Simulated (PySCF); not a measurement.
Telling isomers of C₆H₁₄OSi apart by NMR

Computed data (PySCF): NMR shieldings at PBE0/pcSseg-1/GIAO, geometry from GFN2-xTB. One conformer, relativity neglected, fast rotation and ring inversion assumed for equivalent nuclei, gas phase.

Chemical shifts δ = σref − σ; $^{1}$H and $^{13}$C vs TMS, all at this level. Where no couplings were computed, multiplicities follow the n + 1 count of equivalent neighbours, and m marks all less simple cases (inequivalent or close neighbours, rings, F or P nearby). Shifts are as computed. Against solution values, carbons near 30 ppm lie about +3 ppm off and those near 130 ppm about +5 ppm. Of 1211 compounds with measured shifts, 218 miss one by over three times the rms of a fit or turn the order of signals round; such compounds aren't used in these exercises.

(1) Tabulate the signals of `C=C(C)O[Si](C)(C)C`, `C=CO[SiH2]C(C)(C)C` and their relative energies.

(2) What is the quickest way to tell C=C(C)O[Si](C)(C)C from C=CO[SiH2]C(C)(C)C?

## Answers

(1) 
```tsv
SMILES	carbon types	δC	δH	E rel. (kcal/mol)
C=C(C)O[Si](C)(C)C	1×C 1×CH2 4×CH3	164.9, 91.6, 25.8, 0.4	4.23 (br s, 1H), 3.93 (br s, 1H), 1.88 (s, 3H), 0.15 (s, 9H)	0.0
C=CO[SiH2]C(C)(C)C	1×C 1×CH 1×CH2 3×CH3	152.9, 100.7, 27.3, 21.4	6.59 (m, 1H), 4.90 (m, 1H), 4.73 (s, 2H), 4.53 (m, 1H), 1.07 (s, 9H)	29.9
```

Energies are electronic energies at PBE0/pcSseg-1 on these geometries, without zero-point or thermal terms, each for the one conformer computed, which needn't be the lowest.

(2) Both give the same number of carbon signals, but DEPT or the intensities differ. The first has an alkene carbon bearing oxygen (C) at 164.9 ppm, the second an alkene carbon bearing oxygen (CH) at 152.9 ppm. In the proton spectra the most deshielded non-exchanging signals are 4.23 (br s, 1H) and 6.59 (m, 1H).
